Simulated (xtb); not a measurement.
F₃OTa (SMILES [O]=[Ta]([F])([F])[F]), singlet, from a rough starting geometry (GFN-xTB shapes and energies of metal compounds can be far from the true ones); GFN2-xTB (xtb).

The xtb input:
```
$ xtb mol.xyz --gfn 2 --opt vtight --json

# file mol.xyz
5

Ta     0.03850185     0.03857725    -0.02437561
O      1.05848309     0.58411100    -1.17265040
F      1.00194068    -0.95765414     1.26179769
F     -1.31269613    -1.03398766    -0.73837792
F     -0.78597421     1.38892617     0.78102533
```

What the program printed (banner, timings and long lists left out):

```
   ID    Z sym.   atoms
    1   73 Ta     1
    2    8 O      2
    3    9 F      3-5

           -------------------------------------------------
          |                Calculation Setup                |
           -------------------------------------------------

           -------------------------------------------------
          |                 G F N 2 - x T B                 |
           -------------------------------------------------

          ...................................................
          :                      SETUP                      :
          :.................................................:
          :  # basis functions                  26          :
          :  # atomic orbitals                  25          :
          :  # shells                           11          :
          :  # electrons                        32          :
          :  max. iterations                   250          :
          :  Hamiltonian                  GFN2-xTB          :
          :  restarted?                      false          :
          :  GBSA solvation                  false          :
          :  PC potential                    false          :
          :  electronic temp.          300.0000000     K    :
          :  accuracy                    1.0000000          :
          :  -> integral cutoff          0.2500000E+02      :
          :  -> integral neglect         0.1000000E-07      :
          :  -> SCF convergence          0.1000000E-05 Eh   :
          :  -> wf. convergence          0.1000000E-03 e    :
          :  Broyden damping             0.4000000          :
          :  net charge                          0          :
          :  unpaired electrons                  0          :
          ...................................................

 iter      E             dE          RMSdq      gap      omega  full diag
   1    -20.3450050 -0.203450E+02  0.919E+00    4.15       0.0  T
   2    -20.4304339 -0.854289E-01  0.719E+00    5.15       1.0  T
   3    -20.4436839 -0.132500E-01  0.554E+00    4.37       1.0  T
   4    -20.4455202 -0.183631E-02  0.174E+00    4.61       1.0  T
   5    -20.4457011 -0.180917E-03  0.731E-01    4.67       1.0  T
   6    -20.4457252 -0.240677E-04  0.233E-01    4.63       1.0  T
   7    -20.4457422 -0.170268E-04  0.256E-02    4.65       1.8  T
   8    -20.4457419  0.331516E-06  0.273E-02    4.66       1.6  T
   9    -20.4457422 -0.372406E-06  0.730E-03    4.65       6.1  T
  10    -20.4457423 -0.143850E-07  0.240E-03    4.65      18.6  T
  11    -20.4457423 -0.183983E-08  0.644E-04    4.65      69.4  T
  12    -20.4457423 -0.125489E-09  0.479E-05    4.65     933.9  T

   *** convergence criteria satisfied after 12 iterations ***

         :::::::::::::::::::::::::::::::::::::::::::::::::::::
         ::                     SUMMARY                     ::
         :::::::::::::::::::::::::::::::::::::::::::::::::::::
         :: total energy             -20.392961791419 Eh    ::
         :: gradient norm              0.094056021921 Eh/a0 ::
         :: HOMO-LUMO gap              4.653970199228 eV    ::
         ::.................................................::
         :: SCC energy               -20.445741777081 Eh    ::
         :: -> isotropic ES            0.095054178285 Eh    ::
         :: -> anisotropic ES          0.002900051156 Eh    ::
         :: -> anisotropic XC         -0.001530615109 Eh    ::
         :: -> dispersion             -0.002354549700 Eh    ::
         :: repulsion energy           0.052779985662 Eh    ::
         :: add. restraining           0.000000000000 Eh    ::
         :: total charge               0.000000000000 e     ::
         :::::::::::::::::::::::::::::::::::::::::::::::::::::

      -----------------------------------------------------------
     |                   =====================                   |
     |                        A N C O P T                        |
     |                   =====================                   |
     |               Approximate Normal Coordinate               |
     |                Rational Function Optimizer                |
      -----------------------------------------------------------
      -----------------------------------------------------------
     |                   =====================                   |
     |                        A N C O P T                        |
     |                   =====================                   |
     |               Approximate Normal Coordinate               |
     |                Rational Function Optimizer                |
      -----------------------------------------------------------

          ...................................................
          :                      SETUP                      :
          :.................................................:
          :   optimization level         verytight          :
          :   max. optcycles                   200          :
          :   ANC micro-cycles                  20          :
          :   degrees of freedom                 9          :
          :.................................................:
          :   RF solver                   davidson          :
          :   write xtbopt.log                true          :
          :   linear?                        false          :
          :   energy convergence         0.1000000E-06 Eh   :
          :   grad. convergence          0.2000000E-03 Eh/α :
          :   maxmium RF displ.          1.0000000          :
          :   Hlow (freq-cutoff)         0.1000000E-01      :
          :   Hmax (freq-cutoff)         5.0000000          :
          :   S6 in model hess.         20.0000000          :
          ...................................................

generating ANC from exact Hessian ...
Using Lindh-Hessian (1995)
 Shifting diagonal of input Hessian by    0.0000000000000000
 Lowest  eigenvalues of input Hessian
[...]
 * total energy  :   -20.3929618 Eh     change       -0.1456613E-11 Eh
 * total energy  :   -20.3975497 Eh     change       -0.4587872E-02 Eh
 * total energy  :   -20.3985468 Eh     change       -0.9970994E-03 Eh
 * total energy  :   -20.3986770 Eh     change       -0.1302248E-03 Eh
 * total energy  :   -20.3987077 Eh     change       -0.3067433E-04 Eh
 * total energy  :   -20.3987181 Eh     change       -0.1046081E-04 Eh
 * total energy  :   -20.3987192 Eh     change       -0.1043684E-05 Eh
 * total energy  :   -20.3987193 Eh     change       -0.1810352E-06 Eh
 * total energy  :   -20.3987194 Eh     change       -0.3680526E-07 Eh
   *** GEOMETRY OPTIMIZATION CONVERGED AFTER 9 ITERATIONS ***
[...]
          :  -> wf. convergence          0.1000000E-03 e    :
          :  Broyden damping             0.4000000          :
          :  net charge                          0          :
          :  unpaired electrons                  0          :
          ...................................................

 iter      E             dE          RMSdq      gap      omega  full diag
   1    -20.4349060 -0.204349E+02  0.295E-05    4.68       0.0  T
   2    -20.4349060 -0.284217E-13  0.187E-05    4.68    2386.3  T
   3    -20.4349060 -0.106581E-13  0.527E-06    4.68    8493.0  T

   *** convergence criteria satisfied after 3 iterations ***

         :::::::::::::::::::::::::::::::::::::::::::::::::::::
         ::                     SUMMARY                     ::
         :::::::::::::::::::::::::::::::::::::::::::::::::::::
         :: total energy             -20.398719384073 Eh    ::
         :: gradient norm              0.000048322504 Eh/a0 ::
         :: HOMO-LUMO gap              4.677965034808 eV    ::
         ::.................................................::
         :: SCC energy               -20.434905538585 Eh    ::
         :: -> isotropic ES            0.094548341338 Eh    ::
         :: -> anisotropic ES          0.003163991708 Eh    ::
         :: -> anisotropic XC         -0.001447999316 Eh    ::
         :: -> dispersion             -0.002345044528 Eh    ::
         :: repulsion energy           0.036186154512 Eh    ::
         :: add. restraining           0.000000000000 Eh    ::
         :: total charge               0.000000000000 e     ::
         :::::::::::::::::::::::::::::::::::::::::::::::::::::

           -------------------------------------------------
          |                Property Printout                |
           -------------------------------------------------

    * Orbital Energies and Occupations

         #    Occupation            Energy/Eh            Energy/eV
      -------------------------------------------------------------
         1        2.0000           -0.8933812             -24.3101
       ...           ...                  ...                  ...
         4        2.0000           -0.7132830             -19.4094
         5        2.0000           -0.5816756             -15.8282
         6        2.0000           -0.5654540             -15.3868
         7        2.0000           -0.5653588             -15.3842
         8        2.0000           -0.5653549             -15.3841
         9        2.0000           -0.5580122             -15.1843
        10        2.0000           -0.5580072             -15.1841
        11        2.0000           -0.5554485             -15.1145
        12        2.0000           -0.5554446             -15.1144
        13        2.0000           -0.5533654             -15.0578
        14        2.0000           -0.4853422             -13.2068
        15        2.0000           -0.4853411             -13.2068
        16        2.0000           -0.4824512             -13.1282 (HOMO)
        17                         -0.3105391              -8.4502 (LUMO)
        18                         -0.3105367              -8.4501
        19                         -0.2395445              -6.5183
        20                         -0.2239917              -6.0951
        21                         -0.2239880              -6.0950
        22                         -0.1360198              -3.7013
        23                          0.4501909              12.2503
        24                          0.5296455              14.4124
        25                          0.5297046              14.4140
      -------------------------------------------------------------
                  HL-Gap            0.1719121 Eh            4.6780 eV
             Fermi-level           -0.3964952 Eh          -10.7892 eV

     #   Z          covCN         q      C6AA      α(0)
     1  73 Ta       2.701     1.534   237.754    33.673
     2   8 O        0.722    -0.482    23.464     6.491
     3   9 F        0.659    -0.350    12.935     4.245
     4   9 F        0.659    -0.350    12.935     4.245
     5   9 F        0.659    -0.350    12.935     4.245

 Mol. C6AA /au·bohr⁶  :        917.641810
 Mol. C8AA /au·bohr⁸  :      71482.046677
 Mol. α(0) /au        :         52.898686

Wiberg/Mayer (AO) data.
largest (>0.10) Wiberg bond orders for each atom

 ---------------------------------------------------------------------------
     #   Z sym  total        # sym  WBO       # sym  WBO       # sym  WBO
 ---------------------------------------------------------------------------
     1  73 Ta   5.194 --     2 O    2.180     3 F    1.005     5 F    1.005
                             4 F    1.005
     2   8 O    2.372 --     1 Ta   2.180
     3   9 F    1.141 --     1 Ta   1.005
     4   9 F    1.141 --     1 Ta   1.005
     5   9 F    1.141 --     1 Ta   1.005
 ---------------------------------------------------------------------------

Topologies differ in total number of bonds
Writing topology from bond orders to xtbtopo.mol

molecular dipole:
                 x           y           z       tot (Debye)
 q only:       -0.205      -0.110       0.236
   full:       -0.890      -0.477       1.027       3.662
molecular quadrupole (traceless):
                xx          xy          yy          xz          yz          zz
 q only:       -0.067      -0.250       0.259       0.522       0.282      -0.192
  q+dip:       -0.097      -0.261       0.225       0.487       0.272      -0.128
   full:       -0.222      -0.790       0.804       1.626       0.882      -0.581

optimized geometry written to: xtbopt.xyz

           -------------------------------------------------
          | TOTAL ENERGY              -20.398719384073 Eh   |
          | GRADIENT NORM               0.000048322504 Eh/α |
          | HOMO-LUMO GAP               4.677965034808 eV   |
           -------------------------------------------------

normal termination of xtb
```
